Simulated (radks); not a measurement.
Values are calculated unless marked as measured or tabulated.
Task: Ionisation of neutral scandium, [Ar] 3d1 4s2, to Sc+, [Ar] 3d1 4s1, under several functionals. Dirac Kohn-Sham, spin-unpolarised, spherical densities, point nucleus; open shells fill j = l - 1/2 first; a radial shooting solver on a logarithmic mesh with Libxc functionals. The NIST Atomic Spectra Database gives 6.561 eV (measured). Rank these functionals by the error of their Delta-SCF ionisation energy: BP86; LDA (Slater exchange, Perdew-Wang correlation); LDA (Slater exchange, VWN5 correlation); exchange-only LDA; B86b exchange with PBE correlation; exchange-only B88; XLYP.

Result: From best to worst: exchange-only B88 6.291 eV (-0.270); XLYP 6.841 eV (+0.279); B86b exchange with PBE correlation 6.923 eV (+0.361); exchange-only LDA 6.172 eV (-0.390); BP86 7.057 eV (+0.495); LDA (Slater exchange, VWN5 correlation) 7.058 eV (+0.496); LDA (Slater exchange, Perdew-Wang correlation) 7.059 eV (+0.498). Spin polarisation and multiplet splitting are left out, so open shells lie too high by an amount that depends on their filling.

Beside tabulated values, note that spin-unpolarised runs miss the spin-polarisation part of the exchange energy of open shells.
